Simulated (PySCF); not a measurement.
Compound: C6H9S (doublet state).
Geometry (GFN2-xTB, Å), atoms numbered from 1 in this order:
```xyz
16
C6H9S angstrom
C     -1.260   -0.531   -1.362
C     -0.998    0.200   -0.227
C     -1.172    1.564   -0.160
C     -0.416   -0.500    0.977
C      1.094   -0.371    1.014
C      1.888   -0.388   -0.236
S      1.835    1.218    0.572
H     -1.647   -0.059   -2.247
H     -1.112   -1.596   -1.395
H     -0.980    2.113    0.743
H     -1.512    2.120   -1.015
H     -0.660   -1.566    0.956
H     -0.828   -0.074    1.895
H      1.551   -0.818    1.892
H      2.858   -0.867   -0.241
H      1.352   -0.434   -1.176
```

The hyperfine couplings belong to this conformer and change with its torsions.

Identity: `[CH2]C(=C)C[C@H]1CS1` [radical].

The calculation used UKS B3LYP, pcH-1 on C H S, non-relativistic, mean-field spin-orbit, GIAO (PySCF). The structure is a single GFN2-xTB conformer in the gas phase; no vibrational or solvent corrections. Couplings are sensitive to structure, and on GFN2-xTB geometries they can be far from those on DFT ones. The SCF solution wasn't tested for stability. ⟨S²⟩ is 0.776 where a pure state has 0.75.

The largest Mulliken spin populations are on C3 (+0.68), C1 (+0.65) and C2 (-0.26). The angles at C3 add up to 360.0°, so it is planar; its axial dipolar tensor and the negative couplings of its protons fit spin in a p orbital normal to that plane.

McConnell's relation a(H) = Q·ρ ties the coupling of a proton on a planar π carbon to the spin population of that carbon. What Q do the computed values give?

```
  H   C    ρ(C)  a(H) (G)  a/ρ (G)
 H8  C1  +0.654    -13.55    -20.7
 H9  C1  +0.654    -14.23    -21.8
H10  C3  +0.681    -14.78    -21.7
H11  C3  +0.681    -14.58    -21.4
```

A least-squares line through the origin gives Q = -21.4 G with Mulliken populations. In every row coupling and population have opposite signs.

Couplings in gauss use g_iso = 2.0021.
